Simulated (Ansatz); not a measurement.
Species, as SMILES: [BH] (BH) (closed-shell singlet).
Atoms: B1, H2. Bonds: B1-H2.

How fast the optimised B1-H2 bond length converges with the basis for several methods (Ansatz, a first-principles code): deviation from each method's own reference, in Å. References: B3LYP 1.2308 Å, the value in aug-cc-pV5Z; CCSD(T) 1.2309 Å, the value in aug-pcseg-3; HF 1.2199 Å, the value in aug-cc-pV5Z; MP2 1.2242 Å, the value in aug-cc-pV5Z; PBE 1.2505 Å, the value in aug-cc-pV5Z. All functions are spherical. In correlated methods cores are frozen. Core-valence sets carry the plain set on hydrogen. A restricted Hartree-Fock determinant is unstable towards unrestricted orbitals. No added dispersion term, no relativity. The reference of a correlated method is not its basis-set limit, which lies further on.

| basis | functions | B3LYP | CCSD(T) | HF | MP2 | PBE |
|---|---|---|---|---|---|---|
| STO-3G | 6 | 0.0133 | 0.0159 | -0.0073 | 0.0082 | 0.0106 |
| def2-SVP | 19 | 0.0169 | 0.0125 | 0.0072 | 0.0105 | 0.0161 |
| pcseg-1 | 19 | 0.0139 | 0.0058 | 0.0012 | 0.0039 | 0.0126 |
| 6-311G** | 24 | 0.0062 | 0.0093 | 0.0044 | 0.0074 | 0.0062 |
| aug-cc-pVDZ | 32 | 0.0161 | 0.0222 | 0.0129 | 0.0193 | 0.0152 |
| aug-pcseg-1 | 32 | 0.0117 | 0.0050 | 0.0021 | 0.0038 | 0.0100 |
| 6-311++G(2d,2p) | 37 | 0.0009 | 0.0031 | 0.0005 | 0.0006 | 0.0010 |
| def2-TZVPPD | 54 | 0.0012 | 0.0033 | 0.0009 | 0.0014 | 0.0010 |
| cc-pCVTZ | 57 | 0.0026 | 0.0043 | 0.0020 | 0.0027 | 0.0029 |
| def2-QZVPP | 87 | 0.0004 | 0.0022 | 0.0002 | 0.0003 | 0.0006 |
| pcseg-3 | 93 | 0.0001 | -0.0002 | -0.0004 | -0.0023 | 0.0001 |
| aug-pcseg-3 | 134 | 0.0000 | 0.0000 | -0.0003 | -0.0021 | -0.0001 |

Mean absolute deviation over 6-311G**, 6-311++G(2d,2p), def2-TZVPPD, cc-pCVTZ: HF 0.0019, B3LYP 0.0027, PBE 0.0027, MP2 0.0030, CCSD(T) 0.0050 Å.
